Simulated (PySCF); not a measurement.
# Excitation energies in several basis sets

Compound: C₄H₅BO₂.
SMILES: `OB(/C=C\C#C)O`

TDDFT with PBE0 (PySCF), vertical singlets, core orbitals frozen in the response, spherical d and f functions. The structure is a single PBE0-D3(BJ)/def2-SVP conformer in the gas phase; no vibrational or solvent corrections.

Compare 6-31G*, def2-SVP, 6-31+G*, def2-SVPD, aug-cc-pVDZ and def2-TZVP for this molecule.

```csv
basis,functions,diffuse,S1 (eV),S2 (eV),S3 (eV),S4 (eV),S5 (eV),LUMO (eV),α (au)
6-31G*,108,no,5.20,5.41,6.21,6.36,6.45,-1.31,56.2
def2-SVP,123,no,5.17,5.38,6.15,6.29,6.40,-1.56,59.1
6-31+G*,136,yes,5.15,5.28,5.95,6.32,6.49,-1.71,66.8
def2-SVPD,186,yes,5.12,5.28,6.03,6.28,6.51,-1.77,70.6
aug-cc-pVDZ,206,yes,5.10,5.23,5.92,6.26,6.45,-1.74,72.1
def2-TZVP,247,no,5.10,5.27,6.04,6.25,6.46,-1.71,67.9
```

States are compared by their number. Against the largest diffuse basis here (aug-cc-pVDZ, itself not a converged limit), sets without diffuse functions differ by up to 0.11 eV in S1 and 0.05 eV in S5; the smaller diffuse sets differ by up to 0.05 and 0.06 eV. State by state, the largest deviation of a set without diffuse functions is S1 0.11, S2 0.19, S3 0.29, S4 0.10, S5 0.05 eV. The same number needn't mean the same state in each row. Against aug-cc-pVDZ the polarisability deviates by -22% in 6-31G*, -18% in def2-SVP, -7% in 6-31+G*, -2% in def2-SVPD, -6% in def2-TZVP. A single + in a Pople set puts diffuse functions on heavy atoms only.
